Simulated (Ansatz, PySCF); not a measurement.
AlF4, SMILES [F][Al-]([F])([F])[F], charge -1. Atoms are numbered in the order given.

```xyz
5

Al     0.0000     0.0000     0.0000
F      0.9881     0.9881    -0.9881
F     -0.9881     0.9881     0.9881
F     -0.9881    -0.9881    -0.9881
F      0.9881    -0.9881     0.9881
```
Charge -1, spin multiplicity 1.

Geometry: PBE0-D3(BJ)/def2-SVPD. The isomer is the one that the SMILES or the coordinates give; other isomers of the formula were not compared.

Two levels are set side by side: PBE-D3(BJ)/def2-SVPD (Ansatz, a quantum-chemistry and plane-wave program) and PBE0-D3(BJ)/def2-SVPD (Ansatz). Each level has its own optimised geometry; the coordinates shown are those of the second. Frequencies come from the Hessian of PySCF at each geometry. Differences are taken from unrounded values.

```csv
quantity,PBE0-D3(BJ),PBE-D3(BJ),PBE-D3(BJ) minus PBE0-D3(BJ)
mean bond length (Å),1.711,1.730,0.019
bond Al1–F2 (Å),1.711,1.730,0.019
bond Al1–F3 (Å),1.711,1.730,0.019
bond Al1–F4 (Å),1.711,1.730,0.019
bond Al1–F5 (Å),1.711,1.730,0.019
highest harmonic wavenumber (cm⁻¹),785,751,-33
mean harmonic wavenumber (cm⁻¹),468,448,-19
zero-point energy (kcal/mol),6.02,5.77,-0.25
```

GGA bonds tend to be longer and softer than those of functionals with exact exchange. Differences between two approximate levels are no errors against the true value.
